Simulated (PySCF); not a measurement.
Species: C₇H₉NO.
Numbering: `[CH3:1][CH2:2][O:3][c:4]1[cH:5][cH:6][cH:7][n:8][cH:9]1` (hydrogens: H10, H11, H12 on C1; H13, H14 on C2; H15 on C5; H16 on C6; H17 on C7; H18 on C9)

The same species was optimised twice, with GFN2-xTB and with PBE0-D3(BJ)/def2-SVP (PySCF), and the same property calculations (PySCF, gas phase) were run on both structures.

| coordinate | GFN2-xTB | PBE0-D3(BJ)/def2-SVP | change |
| --- | --- | --- | --- |
| C1–C2 (Å) | 1.520 | 1.508 | -0.012 |
| O3–C4 (Å) | 1.355 | 1.344 | -0.011 |
| N8–C9 (Å) | 1.321 | 1.331 | +0.010 |
| C6–C7 (Å) | 1.389 | 1.398 | +0.009 |
| C4–C9 (Å) | 1.395 | 1.403 | +0.008 |
| C7–N8 (Å) | 1.319 | 1.326 | +0.007 |
| C5–C6 (Å) | 1.380 | 1.386 | +0.006 |
| C2–O3 (Å) | 1.416 | 1.411 | -0.005 |
| C4–C5 (Å) | 1.398 | 1.400 | +0.002 |
| O3–C4–C9 (°) | 125.8 | 125.0 | -0.8 |
| C5–C4–C9 (°) | 117.5 | 117.9 | +0.4 |
| C2–O3–C4 (°) | 118.8 | 119.1 | +0.3 |
| C4–C5–C6 (°) | 119.1 | 118.8 | -0.3 |
| O3–C4–C5 (°) | 116.8 | 117.1 | +0.3 |
| C5–C6–C7 (°) | 118.5 | 118.8 | +0.3 |
| C1–C2–O3 (°) | 107.7 | 108.0 | +0.3 |
| C4–C9–N8 (°) | 123.1 | 122.9 | -0.2 |
| C1–C2–O3–C4 (°) | 180 | -178 | +2 |
| C2–O3–C4–C5 (°) | 180 | 179 | -1 |

Rotational constants: A = 5045, B = 935.2, C = 796.9 MHz (GFN2-xTB) against A = 4993, B = 938.6, C = 798.1 MHz (PBE0-D3(BJ)/def2-SVP).

On the GFN2-xTB structure: HOMO (eV) -6.81 [PBE0/pcSseg-1]; LUMO (eV) -0.67 [PBE0/pcSseg-1]; dipole (D) 2.03 [PBE0/pcSseg-1]; GIAO shielding of C1 (ppm) 169.2 [PBE0/pcSseg-1]; GIAO shielding of C2 (ppm) 121.2 [PBE0/pcSseg-1]; GIAO shielding of O3 (ppm) 211.5 [PBE0/pcSseg-1]; GIAO shielding of C4 (ppm) 25.6 [PBE0/pcSseg-1]; GIAO shielding of C5 (ppm) 56.4 [PBE0/pcSseg-1]; GIAO shielding of C6 (ppm) 58.1 [PBE0/pcSseg-1]; GIAO shielding of C7 (ppm) 39.1 [PBE0/pcSseg-1]; GIAO shielding of N8 (ppm) -96.2 [PBE0/pcSseg-1].

Question: What do these properties become on the PBE0-D3(BJ)/def2-SVP structure?

Answer: 
```
                                    property          level  on GFN2-xTB  on PBE0-D3(BJ)/def2-SVP  change
                                   HOMO (eV)  PBE0/pcSseg-1        -6.81                    -6.78   +0.03
                                   LUMO (eV)  PBE0/pcSseg-1        -0.67                    -0.72   -0.05
                                  dipole (D)  PBE0/pcSseg-1         2.03                     2.12   +0.09
energy, GFN2-xTB geometry as zero (kcal/mol)  PBE0/pcSseg-1          0.0                     -0.3    -0.3
                  GIAO shielding of C1 (ppm)  PBE0/pcSseg-1        169.2                    167.6    -1.6
                  GIAO shielding of C2 (ppm)  PBE0/pcSseg-1        121.2                    121.2     0.0
                  GIAO shielding of O3 (ppm)  PBE0/pcSseg-1        211.5                    210.9    -0.6
                  GIAO shielding of C4 (ppm)  PBE0/pcSseg-1         25.6                     25.5    -0.1
                  GIAO shielding of C5 (ppm)  PBE0/pcSseg-1         56.4                     55.7    -0.7
                  GIAO shielding of C6 (ppm)  PBE0/pcSseg-1         58.1                     55.6    -2.5
                  GIAO shielding of C7 (ppm)  PBE0/pcSseg-1         39.1                     37.1    -2.0
                  GIAO shielding of N8 (ppm)  PBE0/pcSseg-1        -96.2                   -101.6    -5.4
```

The heavy atoms differ by 0.015 Å rms after alignment. Among bonds between heavy atoms C1–C2 and O3–C4 change most and about equally (-0.012 to -0.011 Å). Changes are differences of the printed values. Neither structure is proved a minimum here.

Shape of the structure used: `[CH3:1][CH2:2][O:3][c:4]1[cH:5][cH:6][cH:7][n:8][cH:9]1`: C1–C2–O3–C4 -178°, C2–O3–C4–C5 179°.
